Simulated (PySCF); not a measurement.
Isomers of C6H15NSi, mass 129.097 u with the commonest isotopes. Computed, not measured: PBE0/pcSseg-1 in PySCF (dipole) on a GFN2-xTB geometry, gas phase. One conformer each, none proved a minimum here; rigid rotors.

Task: Order these by out-of-plane moment Σ m c² = (Ia + Ib − Ic)/2, largest first.
A. `[CH2:1]=[CH:2][N:3]([CH2:4][SiH3:5])[CH:6]([CH3:7])[CH3:8]` with C1–C2–N3–C4 5°, C2–N3–C4–Si5 80°, C2–N3–C6–C7 69°
B. `[CH2:1]=[N:2][Si@H:3]([CH3:4])[C:5]([CH3:6])([CH3:7])[CH3:8]` with C1–N2–Si3–C4 -125°
C. `[CH2:1]=[CH:2][Si@@H:3]([CH3:4])[NH:5][CH:6]([CH3:7])[CH3:8]` with C1–C2–Si3–C4 93°, C2–Si3–N5–C6 -171°, Si3–N5–C6–C7 -87°
D. `[CH2:1]=[CH:2][C@:3]([CH3:4])([NH:5][CH3:6])[SiH2:7][CH3:8]` with C1–C2–C3–C4 -20°, C2–C3–N5–C6 62°, C2–C3–Si7–C8 57°

Result: D (102.53 u·Å²), C (69.21 u·Å²), B (68.42 u·Å²), A (67.69 u·Å²).

Task: Order these by rotational constant B, smallest first.
A. `[CH2:1]=[CH:2][C@:3]([CH3:4])([NH:5][CH3:6])[SiH2:7][CH3:8]` with C1–C2–C3–C4 -20°, C2–C3–N5–C6 62°, C2–C3–Si7–C8 57°
B. `[CH2:1]=[CH:2][N:3]([CH2:4][SiH3:5])[CH:6]([CH3:7])[CH3:8]` with C1–C2–N3–C4 5°, C2–N3–C4–Si5 80°, C2–N3–C6–C7 69°
C. `[CH2:1]=[CH:2][Si@@H:3]([CH3:4])[NH:5][CH:6]([CH3:7])[CH3:8]` with C1–C2–Si3–C4 93°, C2–Si3–N5–C6 -171°, Si3–N5–C6–C7 -87°

Result: C (817.7 MHz), B (1214 MHz), A (1302 MHz).

Task: Order these by radius of gyration √(Σ m r²/M), largest first.
A. `[CH2:1]=[CH:2][C@:3]([CH3:4])([NH:5][CH3:6])[SiH2:7][CH3:8]` with C1–C2–C3–C4 -20°, C2–C3–N5–C6 62°, C2–C3–Si7–C8 57°
B. `[CH2:1]=[CH:2][Si@@H:3]([CH3:4])[NH:5][CH:6]([CH3:7])[CH3:8]` with C1–C2–Si3–C4 93°, C2–Si3–N5–C6 -171°, Si3–N5–C6–C7 -87°
C. `[CH2:1]=[CH:2][N:3]([CH2:4][SiH3:5])[CH:6]([CH3:7])[CH3:8]` with C1–C2–N3–C4 5°, C2–N3–C4–Si5 80°, C2–N3–C6–C7 69°

Result: B (2.367 Å), C (2.146 Å), A (2.070 Å).

```json
{"SMILES": "C=C[C@](C)(NC)[SiH2]C", "point group": "C1", "Ia (u·Å²)": "267.65", "Ib (u·Å²)": "388.08", "Ic (u·Å²)": "450.67", "κ": "-0.53", "μa (D)": "0.57", "μb (D)": "0.39", "μc (D)": "0.35"}
{"SMILES": "C=N[Si@H](C)C(C)(C)C", "point group": "C1", "Ia (u·Å²)": "240.34", "Ib (u·Å²)": "382.53", "Ic (u·Å²)": "486.02", "κ": "-0.47", "μa (D)": "0.63", "μb (D)": "0.37", "μc (D)": "0.66"}
{"SMILES": "C=CN(C[SiH3])C(C)C", "point group": "C1", "Ia (u·Å²)": "246.07", "Ib (u·Å²)": "416.18", "Ic (u·Å²)": "526.87", "κ": "-0.53", "μa (D)": "1.00", "μb (D)": "1.40", "μc (D)": "0.50"}
{"SMILES": "C=C[Si@@H](C)NC(C)C", "point group": "C1", "Ia (u·Å²)": "174.66", "Ib (u·Å²)": "618.03", "Ic (u·Å²)": "654.26", "κ": "-0.96", "μa (D)": "0.53", "μb (D)": "0.28", "μc (D)": "0.08"}
```
